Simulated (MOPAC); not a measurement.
Job for MOPAC: PM6 on CH8Si (a complex), monomers drawn apart or pushed together.

```
PM6 1SCF PRECISE CHARGE=0 THREADS=1
CH8Si

C      0.08907237 1    -0.04279987 1    -0.04091320 1
H     -0.95281287 1     0.05251676 1     0.26175068 1
H      0.50384399 1    -0.96267908 1     0.36889348 1
H      0.14996931 1    -0.07019624 1    -1.12800003 1
H      0.65536519 1     0.80919831 1     0.33271602 1
Si    -0.22998723 1     0.11148284 1     6.76447098 1
H      0.29836634 1    -1.19963598 1     6.32683679 1
H     -1.58391574 1     0.31255235 1     6.20217160 1
H      0.66724227 1     1.18947140 1     6.29269234 1
H     -0.30194919 1     0.14381145 1     8.24322768 1
```

It printed:

```
*******************************************************************************
 **                                                                           **
 **                              MOPAC v23.2.5                                **
 **                                                                           **
 *******************************************************************************
 ** MOPAC's Digital Object Identifier: https://doi.org/10.5281/zenodo.6511958 **
 **                                                                           **
 ** Please cite the open-source release paper for use of this MOPAC version:  **
 ** J. E. Moussa and J. J. P. Stewart (2026)                                  **
 ** MOPAC: An open-source semiempirical molecular orbital program             **
 ** J. Open Source Softw., 11(119), 8025, https://doi.org/10.21105/joss.08025 **
 *******************************************************************************

                              PM6 CALCULATION RESULTS

 *******************************************************************************
 *  PM6        - The PM6 Hamiltonian to be used
 *
 *
 *
 *                 CHARGE ON SYSTEM = 0
 *
 *
 *
 *  PRECISE    - TIGHTER CRITERIA TO BE USED
 *  1SCF       - DO 1 SCF AND THEN STOP
 *  THREADS=1  - MULTI-THREADING NOT USED
 *  T=         - A TIME OF 172800.0 SECONDS REQUESTED
 *  DUMP=N     - RESTART FILE WRITTEN EVERY 7200.0 SECONDS REQUESTED
 *******************************************************************************
PM6 1SCF PRECISE CHARGE=0 THREADS=1
 CH8Si

   ATOM   CHEMICAL          X               Y               Z
  NUMBER   SYMBOL      (ANGSTROMS)     (ANGSTROMS)     (ANGSTROMS)

     1       C          0.08907237  *  -0.04279987  *  -0.04091320  *
     2       H         -0.95281287  *   0.05251676  *   0.26175068  *
     3       H          0.50384399  *  -0.96267908  *   0.36889348  *
     4       H          0.14996931  *  -0.07019624  *  -1.12800003  *
     5       H          0.65536519  *   0.80919831  *   0.33271602  *
     6      Si         -0.22998723  *   0.11148284  *   6.76447098  *
     7       H          0.29836634  *  -1.19963598  *   6.32683679  *
     8       H         -1.58391574  *   0.31255235  *   6.20217160  *
     9       H          0.66724227  *   1.18947140  *   6.29269234  *
    10       H         -0.30194919  *   0.14381145  *   8.24322768  *



          CARTESIAN COORDINATES

    NO.       ATOM           X           Y           Z

     1         C          0.0891     -0.0428     -0.0409
     2         H         -0.9528      0.0525      0.2618
     3         H          0.5038     -0.9627      0.3689
     4         H          0.1500     -0.0702     -1.1280
     5         H          0.6554      0.8092      0.3327
     6        Si         -0.2300      0.1115      6.7645
     7         H          0.2984     -1.1996      6.3268
     8         H         -1.5839      0.3126      6.2022
     9         H          0.6672      1.1895      6.2927
    10         H         -0.3019      0.1438      8.2432

 General Reference for PM6:
 "Optimization of Parameters for Semiempirical Methods V: Modification of NDDO Approximations
 and Application to 70 Elements", J. J. P. Stewart, J. Mol. Mod., 13, 1173-1213 (2007)
 URL: https://link.springer.com/article/10.1007/s00894-007-0233-4

           Empirical Formula: C H8 Si  =    10 atoms



      MOLECULAR POINT GROUP   :   C3


      RHF CALCULATION, NO. OF DOUBLY OCCUPIED LEVELS = 8


 -------------------------------------------------------------------------------
 PM6 1SCF PRECISE CHARGE=0 THREADS=1
 CH8Si



     1SCF WAS SPECIFIED, SO BFGS WAS NOT USED
     SCF FIELD WAS ACHIEVED


                              PM6 CALCULATION
                                                       MOPAC v23.2.5 Linux




          FINAL HEAT OF FORMATION =         -5.05752 KCAL/MOL =     -21.16065 KJ/MOL


          COSMO AREA              =        135.30 SQUARE ANGSTROMS
          COSMO VOLUME            =        103.38 CUBIC ANGSTROMS

          IONIZATION POTENTIAL    =         11.758459 EV
          HOMO LUMO ENERGIES (EV) =        -11.758  0.851
          NO. OF FILLED LEVELS    =          8
          MOLECULAR WEIGHT        =         48.1597         POINT GROUP:  C3

          MOLECULAR DIMENSIONS (Angstroms)

            Atom       Atom       Distance
            H    10    H     4     9.38456
            H     7    H     8     2.41769
            H     7    H     9     2.09372


          SCF CALCULATIONS        =          1





   ATOM   CHEMICAL          X               Y               Z
  NUMBER   SYMBOL      (ANGSTROMS)     (ANGSTROMS)     (ANGSTROMS)

     1       C          0.08907237  *  -0.04279987  *  -0.04091320  *
     2       H         -0.95281287  *   0.05251676  *   0.26175068  *
     3       H          0.50384399  *  -0.96267908  *   0.36889348  *
     4       H          0.14996931  *  -0.07019624  *  -1.12800003  *
     5       H          0.65536519  *   0.80919831  *   0.33271602  *
     6      Si         -0.22998723  *   0.11148284  *   6.76447098  *
     7       H          0.29836634  *  -1.19963598  *   6.32683679  *
     8       H         -1.58391574  *   0.31255235  *   6.20217160  *
     9       H          0.66724227  *   1.18947140  *   6.29269234  *
    10       H         -0.30194919  *   0.14381145  *   8.24322768  *

                             CARTESIAN COORDINATES

   1    C        0.089072370    -0.042799870    -0.040913200
   2    H       -0.952812870     0.052516760     0.261750680
   3    H        0.503843990    -0.962679080     0.368893480
   4    H        0.149969310    -0.070196240    -1.128000030
   5    H        0.655365190     0.809198310     0.332716020
   6   Si       -0.229987230     0.111482840     6.764470980
   7    H        0.298366340    -1.199635980     6.326836790
   8    H       -1.583915740     0.312552350     6.202171600
   9    H        0.667242270     1.189471400     6.292692340
  10    H       -0.301949190     0.143811450     8.243227680


           Empirical Formula: C H8 Si  =    10 atoms



      MOLECULAR POINT GROUP   :   C3


                  EIGENVALUES
 -25.09700 -19.39033 -13.64348 -13.64325 -13.64127 -11.76871 -11.76858 -11.75846
   0.85112   0.85405   0.85413   1.54172   1.54173   2.98190   4.54507   4.54540
   4.54549   5.99771   5.99926   5.99943   7.21697


              NET ATOMIC CHARGES AND DIPOLE CONTRIBUTIONS

  ATOM NO.   TYPE          CHARGE      No. of ELECS.   s-Pop       p-Pop       d-Pop
    1          C          -0.654539        4.6545     1.07930     3.57524
    2          H           0.163663        0.8363     0.83634
    3          H           0.163661        0.8363     0.83634
    4          H           0.163555        0.8364     0.83645
    5          H           0.163660        0.8363     0.83634
    6         Si           0.114065        3.8859     1.23234     2.14075     0.51285
    7          H          -0.028530        1.0285     1.02853
    8          H          -0.028526        1.0285     1.02853
    9          H          -0.028531        1.0285     1.02853
   10          H          -0.028478        1.0285     1.02848
 DIPOLE           X         Y         Z       TOTAL
 POINT-CHG.     0.000     0.000    -0.001     0.001
 HYBRID         0.000    -0.000    -0.008     0.008
 SUM            0.000    -0.000    -0.009     0.009


          ATOMIC ORBITAL ELECTRON POPULATIONS

     Atom    s        px        py        pz      x^2-y^2     xz        z^2       yz        xy
    1  C   1.07930   1.19174   1.19174   1.19177
    2  H   0.83634
    3  H   0.83634
    4  H   0.83645
    5  H   0.83634
    6 Si   1.23234   0.71367   0.71367   0.71340   0.10853   0.06609   0.17038   0.04840   0.11944
    7  H   1.02853
    8  H   1.02853
    9  H   1.02853
   10  H   1.02848

 **********************
 *                    *
 * JOB ENDED NORMALLY *
 *                    *
 **********************




 == MOPAC DONE ==
```

The run finished.

Cost: around 0.04 core-seconds (rough).
